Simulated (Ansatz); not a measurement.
One change: `C=CC(Cl)OC` becomes `C=CC(Cl)Br`.

Ansatz, PBE0-D4/def2-TZVP geometries, multiplicity 1. Each molecule was computed in one conformer, which needn't be the lowest.

Scalar relativity is left out up to krypton.

| property | `C=CC(Cl)OC` |
| --- | --- |
| HOMO energy (PBE0/def2-TZVPP) / eV | -7.84 |
| HOMO energy (B3LYP/def2-TZVPP) / eV | -7.59 |
| HOMO–LUMO gap (B3LYP/def2-TZVPP) / eV | 6.92 |
| HOMO–LUMO gap (PBE0/def2-TZVPP) / eV | 7.40 |
| HOMO–LUMO gap (ωB97M-V/def2-TZVPP) / eV | 11.76 |
| LUMO energy (PBE0/def2-TZVPP) / eV | -0.43 |

Question: Give the same properties after the change, and the shifts. (An estimate is asked.)

Answer: Computed: 
```tsv
property	`C=CC(Cl)Br`	shift
HOMO energy (PBE0/def2-TZVPP) / eV	-7.94	-0.10
HOMO energy (B3LYP/def2-TZVPP) / eV	-7.68	-0.09
HOMO–LUMO gap (B3LYP/def2-TZVPP) / eV	6.42	-0.50
HOMO–LUMO gap (PBE0/def2-TZVPP) / eV	6.91	-0.49
HOMO–LUMO gap (ωB97M-V/def2-TZVPP) / eV	11.23	-0.53
LUMO energy (PBE0/def2-TZVPP) / eV	-1.04	-0.61
```

With PBE0 the HOMO falls by 0.10 eV and the LUMO falls by 0.61 eV, so the gap narrows by about 0.51 eV. PBE moves the HOMO by -0.04 eV and ωB97M-V by -0.08 eV.

B3LYP here is the variant with VWN-RPA as its local correlation; programs differ in this.

Spin–orbit coupling is left out; it splits and shifts lone-pair levels of the heavy atoms by tenths of an eV.
